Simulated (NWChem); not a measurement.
All runs are NWChem calculations. System: H$_{3}$BOS$_{2}$, charge 0, spin multiplicity 1, at a geometry optimised with PBE0/def2-SVP. The structure started from a generated list of species. Level: G0W0@PBE0/def2-SVP, RI basis def2-svp-rifit.

The NWChem input:

```
start mol
memory heap 200 mb stack 700 mb global 1700 mb
geometry units angstroms nocenter noautoz
  B     -0.003973    -0.396921     0.000000
  O      0.001747    -1.750572     0.000000
  H     -0.865456    -2.164104     0.000000
  S     -1.499197     0.653116     0.000000
  H     -2.419703    -0.336569     0.000000
  S      1.630981     0.398079     0.000000
  H      1.182493     1.670738     0.000000
  symmetry group Cs
end
basis spherical
  * library def2-svp
end
basis "ri basis" bse spherical
  * library def2-svp-rifit
end
dft
  xc pbe0
  iterations 100
  direct
  tolerances tight
end
task dft energy
gw
  states alpha occ 4 vir 2
end
task dft gw
```

NWChem printed:

```
             Northwest Computational Chemistry Package (NWChem) 7.3.0
             --------------------------------------------------------

                                NWChem Input Module
                                -------------------

 Scaling coordinates for geometry "geometry" by  1.889725989
 (inverse scale =  0.529177249)

 Turning off AUTOSYM since
 SYMMETRY directive was detected!

                             Geometry "geometry" -> ""
                             -------------------------

 Output coordinates in angstroms (scale by  1.889725989 to convert to a.u.)

  No.       Tag          Charge          X              Y              Z
 ---- ---------------- ---------- -------------- -------------- --------------
    1 B                    5.0000    -0.00397300    -0.39692100     0.00000000
    2 O                    8.0000     0.00174700    -1.75057200     0.00000000
    3 H                    1.0000    -0.86545600    -2.16410400     0.00000000
    4 S                   16.0000    -1.49919700     0.65311600     0.00000000
    5 H                    1.0000    -2.41970300    -0.33656900     0.00000000
    6 S                   16.0000     1.63098100     0.39807900     0.00000000
    7 H                    1.0000     1.18249300     1.67073800     0.00000000

 Effective nuclear repulsion energy (a.u.)     188.2041579092

            Nuclear Dipole moment (a.u.)
            ----------------------------
        X                 Y               Z
 ---------------- ---------------- ----------------
    -0.0000207870     0.0000075589     0.0000000000

      Symmetry information
      --------------------

 Group name             Cs
 Group number              2
 Group order               2
 No. of unique centers     7

      Symmetry unique atoms

     1    2    3    4    5    6    7


 Summary of "ao basis" -> "" (spherical)
 ------------------------------------------------------------------------------
       Tag                 Description            Shells   Functions and Types
 ---------------- ------------------------------  ------  ---------------------
[...]
     ---------------------------------

     L   x y z        total         alpha         beta         nuclear
     -   - - -        -----         -----         ----         -------
     0   0 0 0     -0.000000    -24.000000    -24.000000     48.000000

     1   1 0 0     -0.943099     -0.471539     -0.471539     -0.000021
     1   0 1 0     -0.319655     -0.159831     -0.159831      0.000008
     1   0 0 1     -0.000000     -0.000000     -0.000000      0.000000

     2   2 0 0    -27.519174   -168.253507   -168.253507    308.987841
     2   1 1 0      4.884168      3.570282      3.570282     -2.256397
     2   1 0 1      0.000000      0.000000      0.000000      0.000000
     2   0 2 0    -25.592614    -88.238931    -88.238931    150.885247
     2   0 1 1     -0.000000     -0.000000     -0.000000      0.000000
     2   0 0 2    -29.930958    -14.965479    -14.965479      0.000000

 Task  times  cpu:        2.3s     wall:        2.3s

                                NWChem Input Module
                                -------------------

                                 NWChem GW Module
                                 ----------------

                             ***********************
                             ***        GW       ***
                             ***********************

 Summary of "ri basis" -> "ri basis" (spherical)
 ------------------------------------------------------------------------------
       Tag                 Description            Shells   Functions and Types
 ---------------- ------------------------------  ------  ---------------------
 B                       def2-svp-rifit             16       48   6s5p4d1f
 O                       def2-svp-rifit             16       48   6s5p4d1f
 H                       def2-svp-rifit              6       14   3s2p1d
 S                       def2-svp-rifit             20       62   8s5p5d2f

                 Memory Information
                 ------------------
          Available GA per process is          1700.0 MBs
          Available stack per process is        700.0 MBs
          Available heap per process is           0.0 MBs

          Peak memory in Initialization
              Peak GA per process is                  4.6 MBs
              Peak stack per process is               0.0 MBs
              Peak heap per process is                4.9 MBs
              Memory not in MA per process            0.0 MBs

          Peak memory in AFF Calculation
              Peak GA per process is                 19.9 MBs
              Peak stack per process is              13.3 MBs
              Peak heap per process is                0.0 MBs
              Memory not in MA per process           13.3 MBs

          Computing 2-center integrals
          Computing Inverse Cholesky factor
          Computing 3-center integrals
          Computing V_xc ...

          Computing Sigma_x
          Computing RPA polarizability
          Solving quasiparticle equations

                  Alpha Orbitals
          State     Energy (eV)     Error (eV)
          -----------------------------------
@GW        21        -11.647           0.004
@GW        22        -10.694           0.004
@GW        23         -9.812           0.004
@GW        24         -8.862           0.003
@GW        25          2.715           0.002
@GW        26          3.199           0.002

   Applying  -1.6202 eV scissor-shift to rest of particle states

   Applying   2.5374 eV scissor-shift to rest of hole states

     GW Timing Statistics
   ------------------------
   Init.   :          0.0s
     ERIs  :          0.2s
     Distr.:          0.0s
     Vxc   :          0.3s
   Sigma_x :          0.0s
   RPA     :          0.2s
   Wmn     :          0.0s
   Sigma_c :          0.0s
   GW total:          0.8s

 Task  times  cpu:        0.8s     wall:        0.8s

 Total times  cpu:        3.1s     wall:        3.1s
```
